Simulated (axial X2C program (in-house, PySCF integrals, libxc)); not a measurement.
## Correcting the dissociation energy of NaGa for spin–orbit coupling

A spin-free CCSD(T) curve (one-electron X2C) was computed with an in-house all-electron X2C program for linear molecules (integrals from PySCF), basis Ga dyall-cv3z [9s9p7d4f1g], Na dyall-cv3z [9s8p5d2f] (cores contracted in-house), for the state M_S = 0, Λ = 0 (closed shell). It gives D0 = 0.709 eV to Ga + Na, which in a spin-free picture are the weighted means of the ground terms.

Correlated methods: 4 electrons correlated (number of frozen shells: Ga 3 s, 2 p, 1 d; Na 2 s, 1 p), 282 virtual spin orbitals or spinors in MP2, 76 natural virtuals in coupled cluster.

Measured levels of the ground terms (NIST Handbook of Basic Atomic Spectroscopic Data), in cm⁻¹: Ga 2P: J = 1/2 at 0, J = 3/2 at 826.2; Na 2S: J = 1/2 at 0.

The molecular state has Λ = 0, so it has no first-order lowering.

Question: How far does each ground level lie under the (2J+1)-weighted mean of its term?

Answer: Ga: (2 × 0 + 4 × 826.2)/6 = 551 cm⁻¹; Na: a single level, 0.

Question: Correct D0.

Answer: D0 = 0.709 + (0 − 551)/8065.5 = 0.641 eV at CCSD(T) with these spin–orbit terms.

Second-order spin–orbit effects in the molecule, which grow quickly with Z, are left out. Occupations by symmetry block were frozen at the best pattern of an incomplete PBE0 search. Dissociation energies refer to the lowest single-determinant-based atoms at the same level and basis. Coupled cluster ran in a truncated set of natural virtual spinors; the MP2 energy of the rest was added. (T) has no such correction and the atoms are truncated less, which lowers De at CCSD(T) by a hundredth of an eV or more. Other states lie close and PBE0, whose exact exchange favours high spin, may order them wrongly; the determinant shown need not be the ground state. The nearest other spin-free determinant of the search, M_S = 1, Λ = 1, lies 0.21 eV up at the distance of the search. With the outer-core shells frozen, correlated bond lengths of heavy atoms tend to come out a few hundredths of an ångström too long.
